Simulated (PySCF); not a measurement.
Peak assignment

Atom-mapped SMILES (the numbers label the heavy atoms): `[O:1]=[C:2]([Cl:3])[c:4]1[cH:5][cH:6][o:7][cH:8]1`. Hydrogens are named by the atom that carries them.

Theory: shieldings: GIAO PBE0/pcSseg-1, structure optimised with GFN2-xTB, in PySCF 2.14.0 with density-fitted response routines (no solvent model, one computed conformer, relativity neglected).

δ = σ(ref) − σ, references computed at the same level: ¹³C (σ = 186.93 ppm) and ¹H (σ = 31.72 ppm) vs TMS.

(1) Assign these signals to the numbered atoms. ¹³C{¹H} NMR (computed): δ 167.0 (C), 159.3 (CH), 149.3 (CH), 131.3 (C), 119.1 (CH).

(2) Assign these signals to the numbered atoms. ¹H NMR (400 MHz, computed): δ 8.29 (m, 1H), 7.56 (m, 1H), 7.16 (m, 1H).

Results:

(1) 
167.0 → C2, carbonyl carbon
159.3 → C8, aromatic CH next to the ring oxygen
149.3 → C6, aromatic CH next to the ring oxygen
131.3 → C4, substituted aromatic carbon
119.1 → C5, aromatic CH

(2) 
8.29 → H(C8), hydrogen on an aromatic CH next to the ring oxygen: ring current plus the deshielding of an ortho carbonyl group
7.56 → H(C6), hydrogen on an aromatic CH next to the ring oxygen
7.16 → H(C5), hydrogen on an aromatic CH: aromatic region

Carbons that carry Cl, above all several Cl atoms, come out too deshielded, partly because spin–orbit coupling is missing. Shifts are as computed. Against solution values, carbons near 30 ppm lie about +3 ppm off and those near 130 ppm about +5 ppm; carbons on Cl a further +6 ppm. Of 1211 compounds with measured shifts, 218 miss one by over three times the rms of a fit or turn the order of signals round; such compounds aren't used in these exercises. Multiplicities follow the n + 1 count of equivalent neighbours, as no J values were calculated; m marks all less simple cases, F and P coupling included.
